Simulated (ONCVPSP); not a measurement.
## u(r) = r·R(r): atom against pseudo-atom (Be (Z = 4))

Columns: radius, all-electron u(r) and pseudo u(r) of the 2s shell (level -13.70 eV) of beryllium in the configuration [He] 2s1; PBE, scalar-relativistic, ONCV scheme, ONCVPSP 4.0.1.

| r (bohr) | all-electron | pseudo |
| --- | --- | --- |
| 0.108 | -0.2371 | 0.0397 |
| 0.215 | -0.2923 | 0.0804 |
| 0.322 | -0.2524 | 0.1232 |
| 0.430 | -0.1635 | 0.1686 |
| 0.538 | -0.0534 | 0.2158 |
| 0.645 | 0.0610 | 0.2634 |
| 0.752 | 0.1717 | 0.3113 |
| 0.860 | 0.2746 | 0.3594 |
| 0.968 | 0.3659 | 0.4074 |
| 1.075 | 0.4439 | 0.4549 |
| 1.182 | 0.5097 | 0.5020 |
| 1.290 | 0.5647 | 0.5481 |
| 1.398 | 0.6091 | 0.5909 |
| 1.505 | 0.6429 | 0.6278 |
| 1.612 | 0.6670 | 0.6570 |
| 1.720 | 0.6825 | 0.6773 |
| 1.828 | 0.6900 | 0.6881 |
| 1.935 | 0.6905 | 0.6901 |
| 2.042 | 0.6850 | 0.6850 |
| 2.150 | 0.6743 | 0.6743 |
| 2.258 | 0.6593 | 0.6593 |
| 2.365 | 0.6409 | 0.6409 |
| 2.472 | 0.6199 | 0.6199 |
| 2.580 | 0.5966 | 0.5966 |
| 2.688 | 0.5719 | 0.5719 |
| 2.795 | 0.5464 | 0.5464 |

Question: How many radial nodes do the two functions have?

Answer: The all-electron 2s function has n − l − 1 = 1; the pseudo-wave has 0, since the states of the same l below it are removed with the core.

Question: At about which radius was the pseudo-wave matched?

Answer: 2.15 bohr. The columns agree to 0.0005 from 1.94 bohr on; several derivatives are matched, so the curves merge somewhat inside the radius.

Question: Where does each function peak?

Answer: Outermost all-electron maximum near 1.94 bohr, pseudo maximum near 1.94 bohr (to the table’s step).

Question: Is the pseudo-wave norm-conserving?

Answer: Yes: the ONCV scheme keeps the norm inside the radius equal to the all-electron one, which fixes the energy derivative of the logarithmic derivative at the level.
